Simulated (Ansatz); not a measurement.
Geometry optimisation, Ansatz, RKS BHLYP/def2-SVP.

Input file:

```yaml
crystal:
  periodic: [false, false, false]
  atoms:
    - { symbol: Ge, position_ang: [0.248543, -0.48673, -0.359218] }
    - { symbol: F, position_ang: [-0.663939, 0.124595, 2.305856] }
    - { symbol: F, position_ang: [1.160498, -0.432616, -1.811009] }
    - { symbol: O, position_ang: [-0.551427, 1.057691, -0.368652] }
    - { symbol: H, position_ang: [-0.986431, 1.233043, 0.465356] }
    - { symbol: O, position_ang: [-0.824194, -1.858262, -0.388037] }
    - { symbol: H, position_ang: [-1.244442, -1.99837, -1.23905] }
    - { symbol: H, position_ang: [1.200787, -0.678966, 0.835757] }
    - { symbol: H, position_ang: [0.186906, -0.221985, 2.333995] }
basis:
  gaussian: { orbitals: def2-SVP }
hamiltonian:
  xc: { name: BHLYP }
relax:
  f_tol: 0.03
  max_steps: 50
```

Launched with:

```bash
$ ansatz run input.yaml --threads 4 --pin off --max-ram 5120MiB --backend cpu --events-out ev --progress --plain --runs-dir out
```

Q: Where does it end, and by what steps?

A: The run converged. The force dipped under the threshold on the way, but the program's further checks kept it going. After 28 steps the energy has fallen by 0.106 eV; H9 moved furthest, 1.04 Å.

| step | energy less start (eV) | largest force component (eV/Å) | accepted |
| --- | --- | --- | --- |
| 0 | 0.0000 | 0.394 | yes |
| 1 | -0.0503 | 0.588 | yes |
| 2 | -0.0413 | 1.644 | no |
| 3 | -0.0647 | 0.482 | yes |
| 4 | -0.0781 | 0.142 | yes |
| 5 | -0.0897 | 0.076 | yes |
| 6 | -0.0937 | 0.041 | yes |
| 7 | -0.0664 | 1.319 | no |
| 8 | -0.0973 | 0.055 | yes |
| 9 | -0.0997 | 0.110 | yes |
| 10 | -0.0997 | 0.365 | no |
| 11 | -0.1012 | 0.022 | yes |
| 12 | -0.1018 | 0.131 | yes |
| 13 | -0.1022 | 0.039 | yes |
| 14 | -0.1023 | 0.025 | yes |
| 15 | -0.1025 | 0.063 | yes |
| 16 | -0.1026 | 0.038 | yes |
| 17 | -0.1027 | 0.027 | yes |
| 18 | -0.0776 | 1.422 | no |
| 19 | -0.1014 | 0.406 | no |
| 20 | -0.1028 | 0.110 | yes |
| 21 | -0.1031 | 0.109 | yes |
| 22 | -0.1034 | 0.142 | yes |
| 23 | -0.1038 | 0.168 | yes |
| 24 | -0.1042 | 0.114 | yes |
| 25 | -0.1049 | 0.102 | yes |
| 26 | -0.1051 | 0.173 | yes |
| 27 | -0.1056 | 0.052 | yes |
| 28 | -0.1058 | 0.013 | yes |

```xyz
9
Properties=species:S:1:pos:R:3
Ge 0.385 -0.572 -0.540
F -0.798 0.134 2.421
F 1.068 -0.305 -2.096
O -0.499 0.901 -0.252
H -0.863 0.933 0.632
O -0.659 -1.965 -0.651
H -1.382 -1.878 -1.269
H 1.491 -0.889 0.444
H -0.217 0.379 3.086
```

Whether the end is a true minimum wasn't checked by a vibrational analysis.

The run took 30 s on 4 threads of Intel(R) Xeon(R) 6975P-C (Granite Rapids), with other jobs on the host, peak memory 0.27 GiB.
